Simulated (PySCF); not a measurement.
## Excited states of P⁵⁺ (phosphorus, charge +5)

Ground state [Ne], ¹S. Computed with PySCF 2.14 in def2-TZVPPD with one added diffuse shell each of s, p, d type (7s6p5d1f, 57 functions), with no relativity, point nucleus. Vertical excitation energies in eV without spin-orbit coupling; excited terms of each kind are numbered among those the solver found. Frozen: 1s2.

| term | leading excitation | EOM-EE-CCSD |
| --- | --- | --- |
| 1 3P° | 2p → s | 135.55 |
| 1 1P° | 2p → s | 136.60 |
| 1 3S | 2p → p | 144.62 |
| 1 3D | 2p → p | 146.60 |
| 1 1D | 2p → p | 147.45 |
| 1 1P | 2p → p | 147.65 |
| 1 3P | 2p → p | 147.67 |
| 1 1S | 2p → p | 153.41 |
| 2 3P° | 2p → d | 162.25 |
| 1 3F° | 2p → d | 162.89 |
| 1 1F° | 2p → d | 163.30 |
| 1 1D° | 2p → d | 163.75 |
| 2 3S | 2p → p | 181.53 |
| 2 1D | 2p → p | 182.62 |

The solver can miss terms.
